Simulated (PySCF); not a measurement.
Positional isomers: silole silyl. Isolated molecules, 0 K electronic values unless said otherwise. Strings in code marks are SMILES.

The T1 excitation (TDA) from two functionals at the same geometries (B3LYP-D3(BJ)/def2-TZVP), both in PySCF: PBE-D3(BJ)/def2-TZVP and B3LYP-D3(BJ)/def2-TZVP. B3LYP has the VWN-RPA correlation part, as in Gaussian. Excitations are Tamm–Dancoff values on a coarser integration grid. The basis has no diffuse functions, so Rydberg states are missing or too high.

```
species                 PBE-D3(BJ)/def2-TZVP (eV)  B3LYP-D3(BJ)/def2-TZVP (eV)
----------------------  -------------------------  ---------------------------
`[SiH3]C1=CC=C[SiH2]1`                       2.68                         2.68
`[SiH3]C1C=C[SiH2]C=1`                       2.71                         2.71
`[SiH3][SiH]1C=CC=C1`                        2.76                         2.76
```

Over these rows, drawn at random from the members with no instability flagged (it was tested for open shells, ions and some series alone), PBE minus B3LYP-D3(BJ): mean 0.00 eV, from 0.00 eV to +0.01 eV.
